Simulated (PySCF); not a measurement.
Species: germanium monoxide, GeO.
SMILES: `[O+]#[Ge-]`

Linear response at PBE0/aug-cc-pVTZ (PySCF, frozen core in the response, non-relativistic). Isolated species at its PBE0-D3(BJ)/def2-TZVP geometry, gas phase. Relativistic effects, spin–orbit coupling among them, are left out although an element past zinc is present.

Static isotropic polarisability: 31.74 au (4.70 Å³), principal values 28.1, 28.1, 38.9 au.

**Question.** What is the polarisability at 1064 nm and at the sodium D line?

**Answer.** 32.26 au at 1064 nm (+1.7 %), 33.59 au at 589.3 nm (+5.8 %). The rise at 589.3 nm is 3.51 times that at 1064 nm; a pure ω² law gives 3.26. The lowest singlet lies at 261 nm, shorter than both wavelengths.

**Question.** What is the isotropic C6 coefficient between two such molecules, C6 = (3/π)∫α(iω)² dω?

**Answer.** 308.8 au (Eh·bohr⁶) by a ten-point quadrature over imaginary frequencies, which is 184 eV·Å⁶ or 17.8 J·nm⁶/mol.

**Question.** Which effective excitation energy ω̄ makes London's formula C6 = (3/4)α²ω̄ exact here?

**Answer.** ω̄ = 4·C6/(3α²) = 0.409 Eh = 11.1 eV. A one-pole form α(ω) = α/(1 − ω²/ω̄²) fitted to the 1064 nm value gives 9.1 eV.

**Question.** What molar refraction at the D line follows from R = (4π/3)·N_A·α′, with α′ the polarisability volume?

**Answer.** α′ = 4.98 Å³ gives R = 12.56 cm³/mol, for isolated, non-vibrating species.

**Question.** What three-body coefficient follows from the one-pole estimate C9 = (3/4)·α·C6?

**Answer.** 7350 au. This is an estimate from the two numbers above, not a computed integral.

**Question.** What n − 1 at the D line would an ideal gas of it have at 273.15 K and 1 atm (2.6868 × 10¹⁹ cm⁻³), by n − 1 = 2π·N·α′?

**Answer.** 8.40 × 10⁻⁴, a formal value whether or not that pressure can be reached.

Time: 5.6 s; peak memory 0.38 GiB. Hardware: an Arm Neoverse N1 with one thread, no GPU, shared host with 64 logical CPUs at a one-minute load of 58. This is the whole response run at PBE0/aug-cc-pVTZ, SCF included.
